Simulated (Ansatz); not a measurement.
Results of the Gaussian-basis code of Ansatz.

BClH$_{2}$OSi (`ClB1O[SiH2]1`) at its PBE0-D4/def2-TZVP geometry, where that method's forces vanish. Charge 0, multiplicity 1.

| atom | x (Å) | y (Å) | z (Å) |
| --- | --- | --- | --- |
| Cl1 | -0.8328 | 2.3980 | -1.1289 |
| B2 | -0.3035 | 0.9437 | -0.3681 |
| O3 | 0.1376 | 0.7025 | 0.8757 |
| Si4 | 0.1790 | -0.8360 | 0.0404 |
| H5 | 1.5528 | -1.3777 | -0.0697 |
| H6 | -0.7330 | -1.8305 | 0.6506 |

Task: For each bond, give half the difference of the two atoms' forces along it (eV/Å; positive pushes the atoms apart) under PBE-D4, r2SCAN-D4, B3LYP-D4, ωB97M-V in def2-TZVPP. (Best estimate.)

Result: The calculation gave: 
| bond | length (Å) | PBE-D4 | r2SCAN-D4 | B3LYP-D4 | ωB97M-V |
| --- | --- | --- | --- | --- | --- |
| Cl1–B2 | 1.724 | -0.05 | -0.02 | 0.13 | 0.13 |
| B2–O3 | 1.342 | 0.61 | 0.24 | 0.02 | 0.01 |
| B2–Si4 | 1.889 | 0.29 | 0.12 | 0.10 | 0.02 |
| O3–Si4 | 1.751 | 0.61 | 0.19 | 0.18 | 0.05 |
| Si4–H5 | 1.481 | 0.00 | -0.05 | -0.12 | -0.14 |
| Si4–H6 | 1.481 | 0.00 | -0.05 | -0.12 | -0.14 |

B3LYP here is the variant with VWN-RPA as its local correlation; programs differ in this.
